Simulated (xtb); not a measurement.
aniline (C$_{6}$H$_{7}$N), singlet, from a rough starting geometry; GFN2-xTB (xtb).

Here is a job for xtb.
```
$ xtb mol.xyz --gfn 2 --opt vtight --json

# file mol.xyz
14

N      2.19069168    -0.36466070     0.34104530
C      0.91032506    -0.10901963     0.06682094
C      0.37235778     1.06269804     0.54487790
C     -1.06763104     1.24156215     0.44780363
C     -1.86615447     0.24277806    -0.14635947
C     -1.24548276    -0.92672029    -0.57003067
C      0.05567814    -1.12796886    -0.43294427
H      2.59923294    -1.04029703    -0.27882584
H      2.86555344     0.52536497     0.40913471
H      0.94307353     1.85142587     0.97149510
H     -1.48750625     2.15824683     0.77275373
H     -2.93925443     0.36543099    -0.25924833
H     -1.87893854    -1.66573354    -1.01217169
H      0.51653122    -2.03241134    -0.80045475
```

It wrote (shortened):

```
   ID    Z sym.   atoms
    1    7 N      1
    2    6 C      2-7
    3    1 H      8-14

           -------------------------------------------------
          |                Calculation Setup                |
           -------------------------------------------------

           -------------------------------------------------
          |                 G F N 2 - x T B                 |
           -------------------------------------------------

          ...................................................
          :                      SETUP                      :
          :.................................................:
          :  # basis functions                  35          :
          :  # atomic orbitals                  35          :
          :  # shells                           21          :
          :  # electrons                        36          :
          :  max. iterations                   250          :
          :  Hamiltonian                  GFN2-xTB          :
          :  restarted?                      false          :
          :  GBSA solvation                  false          :
          :  PC potential                    false          :
          :  electronic temp.          300.0000000     K    :
          :  accuracy                    1.0000000          :
          :  -> integral cutoff          0.2500000E+02      :
          :  -> integral neglect         0.1000000E-07      :
          :  -> SCF convergence          0.1000000E-05 Eh   :
          :  -> wf. convergence          0.1000000E-03 e    :
          :  Broyden damping             0.4000000          :
          :  net charge                          0          :
          :  unpaired electrons                  0          :
          ...................................................

 iter      E             dE          RMSdq      gap      omega  full diag
   1    -19.6161405 -0.196161E+02  0.391E+00    3.26       0.0  T
   2    -19.6436953 -0.275548E-01  0.249E+00    3.89       1.0  T
   3    -19.6434300  0.265272E-03  0.121E+00    3.84       1.0  T
   4    -19.6470683 -0.363823E-02  0.384E-01    3.84       1.0  T
   5    -19.6480237 -0.955450E-03  0.889E-02    3.88       1.0  T
   6    -19.6480401 -0.164153E-04  0.432E-02    3.86       1.0  T
   7    -19.6480488 -0.870434E-05  0.219E-02    3.86       1.2  T
   8    -19.6480504 -0.160141E-05  0.558E-03    3.86       4.8  T
   9    -19.6480507 -0.291566E-06  0.212E-03    3.86      12.6  T
  10    -19.6480507 -0.501404E-08  0.671E-04    3.86      39.8  T
  11    -19.6480507 -0.206238E-08  0.319E-04    3.86      83.9  T

   *** convergence criteria satisfied after 11 iterations ***

         :::::::::::::::::::::::::::::::::::::::::::::::::::::
         ::                     SUMMARY                     ::
         :::::::::::::::::::::::::::::::::::::::::::::::::::::
         :: total energy             -19.296149852309 Eh    ::
         :: gradient norm              0.165106768838 Eh/a0 ::
         :: HOMO-LUMO gap              3.859873967592 eV    ::
         ::.................................................::
         :: SCC energy               -19.648036885183 Eh    ::
         :: -> isotropic ES            0.009139749353 Eh    ::
         :: -> anisotropic ES          0.006026226063 Eh    ::
         :: -> anisotropic XC          0.013503390101 Eh    ::
         :: -> dispersion             -0.010047606658 Eh    ::
         :: repulsion energy           0.351887032874 Eh    ::
         :: add. restraining           0.000000000000 Eh    ::
         :: total charge               0.000000000000 e     ::
         :::::::::::::::::::::::::::::::::::::::::::::::::::::

      -----------------------------------------------------------
     |                   =====================                   |
     |                        A N C O P T                        |
     |                   =====================                   |
[...]
 * total energy  :   -19.2961499 Eh     change       -0.5533920E-09 Eh
 * total energy  :   -19.3139657 Eh     change       -0.1781587E-01 Eh
 * total energy  :   -19.3162919 Eh     change       -0.2326162E-02 Eh
 * total energy  :   -19.3166016 Eh     change       -0.3097564E-03 Eh
 * total energy  :   -19.3166599 Eh     change       -0.5824494E-04 Eh
 * total energy  :   -19.3166864 Eh     change       -0.2646848E-04 Eh
 * total energy  :   -19.3166898 Eh     change       -0.3451870E-05 Eh
 * total energy  :   -19.3166913 Eh     change       -0.1509181E-05 Eh
 * total energy  :   -19.3166918 Eh     change       -0.4525962E-06 Eh
 * total energy  :   -19.3166919 Eh     change       -0.8635142E-07 Eh
   *** GEOMETRY OPTIMIZATION CONVERGED AFTER 10 ITERATIONS ***
         :: total energy             -19.316691856547 Eh    ::
[...]
        26                          0.1939701               5.2782
        27                          0.2061666               5.6101
        28                          0.2256090               6.1391
        29                          0.2412676               6.5652
       ...                                ...                  ...
        35                          0.6803934              18.5144
      -------------------------------------------------------------
                  HL-Gap            0.1456942 Eh            3.9645 eV
             Fermi-level           -0.2828452 Eh           -7.6966 eV

     #   Z          covCN         q      C6AA      α(0)
     1   7 N        2.641    -0.281    27.249     7.753
     2   6 C        2.899     0.080    26.218     8.395
     3   6 C        2.924    -0.061    29.508     8.908
     4   6 C        2.920    -0.030    28.757     8.794
     5   6 C        2.919    -0.046    29.144     8.853
     6   6 C        2.920    -0.030    28.757     8.794
     7   6 C        2.924    -0.061    29.508     8.908
     8   1 H        0.860     0.157     1.357     1.825
     9   1 H        0.860     0.157     1.357     1.825
    10   1 H        0.926     0.021     2.715     2.577
    11   1 H        0.926     0.025     2.657     2.549
    12   1 H        0.926     0.023     2.687     2.564
    13   1 H        0.926     0.025     2.657     2.549
    14   1 H        0.926     0.021     2.715     2.577

 Mol. C6AA /au·bohr⁶  :       2286.763703
 Mol. C8AA /au·bohr⁸  :      54588.821713
 Mol. α(0) /au        :         76.869837

Wiberg/Mayer (AO) data.
largest (>0.10) Wiberg bond orders for each atom

 ---------------------------------------------------------------------------
     #   Z sym  total        # sym  WBO       # sym  WBO       # sym  WBO
 ---------------------------------------------------------------------------
     1   7 N    3.240 --     2 C    1.149     8 H    0.956     9 H    0.956
     2   6 C    3.971 --     7 C    1.351     3 C    1.351     1 N    1.149
     3   6 C    3.988 --     4 C    1.461     2 C    1.351    10 H    0.969
                             6 C    0.104
     4   6 C    3.993 --     3 C    1.461     5 C    1.428    11 H    0.972
                             7 C    0.104
     5   6 C    3.991 --     6 C    1.428     4 C    1.428    12 H    0.972
     6   6 C    3.993 --     7 C    1.461     5 C    1.428    13 H    0.972
                             3 C    0.104
     7   6 C    3.988 --     6 C    1.461     2 C    1.351    14 H    0.969
                             4 C    0.104
     8   1 H    0.975 --     1 N    0.956
     9   1 H    0.975 --     1 N    0.956
    10   1 H    1.000 --     3 C    0.969
    11   1 H    0.999 --     4 C    0.972
    12   1 H    0.999 --     5 C    0.972
    13   1 H    0.999 --     6 C    0.972
    14   1 H    1.000 --     7 C    0.969
 ---------------------------------------------------------------------------

Topologies differ in total number of bonds
Writing topology from bond orders to xtbtopo.mol

molecular dipole:
                 x           y           z       tot (Debye)
 q only:        0.587      -0.011      -0.102
   full:        0.711       0.059      -0.282       1.951
molecular quadrupole (traceless):
                xx          xy          yy          xz          yz          zz
 q only:        3.365      -0.140      -0.967      -0.491       0.878      -2.398
  q+dip:        5.535       0.199       0.261      -1.143       3.650      -5.796
   full:        4.673       0.352      -0.465      -1.571       2.370      -4.208

optimized geometry written to: xtbopt.xyz

           -------------------------------------------------
          | TOTAL ENERGY              -19.316691856547 Eh   |
          | GRADIENT NORM               0.000056634153 Eh/α |
          | HOMO-LUMO GAP               3.964542231384 eV   |
           -------------------------------------------------

normal termination of xtb
```
